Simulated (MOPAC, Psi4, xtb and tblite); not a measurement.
Conformational energy of H10Ge4, SMILES [GeH2]([GeH2][GeH3])[GeH3], singlet. Scanned: dihedral Ge1–Ge2–Ge3–Ge4; all other coordinates were relaxed at GFN2-xTB. GFN2-xTB can order the conformers of Si and Ge chains otherwise than DFT does. Points at φ and −φ are mirror images. Heavy atoms are numbered in the order of the SMILES [GeH3][GeH2][GeH2][GeH3], hydrogens after them in the order of the atoms that carry them; the mirror image has the same energies with the sign of each dihedral reversed.

GFN2-xTB (xtb and tblite); PM3, restricted, heats of formation // GFN2-xTB (MOPAC); AM1, restricted, heats of formation // GFN2-xTB (MOPAC); PBE-D3(BJ)/def2-TZVP // GFN2-xTB (Psi4).

Energies relative to the lowest point of each profile, in eV; the last columns give the difference from PBE-D3(BJ):

| φ / ° | GFN2-xTB | PM3 | AM1 | PBE-D3(BJ)/def2-TZVP | GFN2-xTB − PBE-D3(BJ)/def2-TZVP | PM3 − PBE-D3(BJ)/def2-TZVP | AM1 − PBE-D3(BJ)/def2-TZVP |
|---|---|---|---|---|---|---|---|
| -160 | 0.001 | 0.009 | 0.022 | 0.010 | -0.009 | -0.001 | 0.012 |
| -140 | 0.004 | 0.013 | 0.019 | 0.020 | -0.016 | -0.007 | -0.001 |
| -120 | 0.006 | 0.014 | 0.015 | 0.024 | -0.018 | -0.011 | -0.009 |
| -100 | 0.006 | 0.008 | 0.010 | 0.018 | -0.012 | -0.010 | -0.008 |
| -80 | 0.005 | 0.001 | 0.008 | 0.007 | -0.002 | -0.006 | 0.000 |
| -60 | 0.005 | 0.000 | 0.007 | 0.000 | 0.005 | 0.000 | 0.007 |
| -40 | 0.007 | 0.003 | 0.444 | 0.002 | 0.005 | 0.001 | 0.441 |
| -20 | 0.010 | 0.007 | 0.000 | 0.007 | 0.003 | -0.001 | -0.007 |
| 0 | 0.013 | 0.010 | 0.446 | 0.014 | -0.001 | -0.004 | 0.432 |
| 20 | 0.010 | 0.007 | 0.000 | 0.007 | 0.003 | -0.001 | -0.007 |
| 40 | 0.007 | 0.003 | 0.444 | 0.002 | 0.005 | 0.001 | 0.441 |
| 60 | 0.005 | 0.000 | 0.007 | 0.000 | 0.005 | 0.000 | 0.007 |
| 80 | 0.005 | 0.001 | 0.008 | 0.007 | -0.002 | -0.006 | 0.000 |
| 100 | 0.006 | 0.008 | 0.010 | 0.018 | -0.012 | -0.010 | -0.008 |
| 120 | 0.006 | 0.014 | 0.015 | 0.024 | -0.018 | -0.011 | -0.009 |
| 140 | 0.004 | 0.013 | 0.019 | 0.020 | -0.016 | -0.007 | -0.001 |
| 160 | 0.001 | 0.009 | 0.022 | 0.010 | -0.009 | -0.001 | 0.012 |
| 180 | 0.000 | 0.007 | 0.023 | 0.003 | -0.003 | 0.004 | 0.020 |

GFN2-xTB is furthest from PBE-D3(BJ)/def2-TZVP at -120 (-0.018 eV, below); its mean absolute difference over the points is 0.008 eV.

PM3 is furthest from PBE-D3(BJ)/def2-TZVP at -120 (-0.011 eV, below); its mean absolute difference over the points is 0.004 eV.

AM1 is furthest from PBE-D3(BJ)/def2-TZVP at -40 (0.441 eV, above); its mean absolute difference over the points is 0.079 eV.
